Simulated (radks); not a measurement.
Neutral vanadium inside a hard spherical wall (all orbitals vanish at R), configuration held at [Ar] 3d3 4s2 and not refilled when levels cross. Method: scalar-relativistic Kohn-Sham, r2SCAN, spin-polarised, spherical densities, finite nucleus; open shells are filled with parallel spins first; meta-GGA in the generalised Kohn-Sham scheme; Fermi nuclear charge, rms radius 3.6002 fm; computed with a radial shooting solver on a logarithmic mesh with Libxc functionals. Eigenvalues in eV for spin up, with the zero of energy where the potential of the charges vanishes at infinity; a dash marks a level that is unbound or too diffuse for the functional's potential to be trusted. A positive occupied level is held by the wall or, in an anion where self-interaction has pushed it up, behind a barrier. The pressure on the wall is -dE/dV.

R (bohr)  E (hartree)  kinetic (hartree)    e(3s)    e(3p)   e(3d)   e(4s)  e(4p, empty)  e(5s, empty)  pressure (GPa)
free       -949.26415            958.086  -74.094  -46.779  -6.246  -5.186        -1.368             -               0
20         -949.26415            958.086  -74.094  -46.779  -6.246  -5.186        -1.368             -        < 0.0001
12         -949.26407            958.087  -74.085  -46.770  -6.237  -5.180             -             -         0.00135
10         -949.26345            958.093  -74.035  -46.721  -6.189  -5.141        -1.272         3.100          0.0180
8          -949.25793            958.133  -73.761  -46.447  -5.929  -4.919        -0.886         5.741           0.246
6          -949.21085            958.373  -72.525  -45.219  -4.780  -3.744         0.966        13.892            3.73
5          -949.10566            958.800  -70.837  -43.556  -3.225  -1.744         3.862        24.561            16.6
2.5        -945.18681            971.284  -50.405  -23.333  18.987  49.043        63.540        187.19            2600
1.5        -917.00078           1048.282   20.470   52.119  100.67  299.44        314.50        740.57           85100
